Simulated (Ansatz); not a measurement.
Species: [Zn(NH2)(H)] (charge 0, multiplicity 1).

Task: Give a relaxed geometry from PBE-D3(BJ)/def2-SVP in Ansatz (an electronic-structure program).

Result: Several could match; the one computed here: the end point of this relaxation, one of several conformers.
Cartesian coordinates (Å) in one orientation:
```xyz
5

Zn     0.053    -0.056    -0.024
N     -0.586    -0.452     1.644
H      0.118    -0.569     2.383
H     -1.207    -1.268     1.709
H      0.515     0.403    -1.410
```
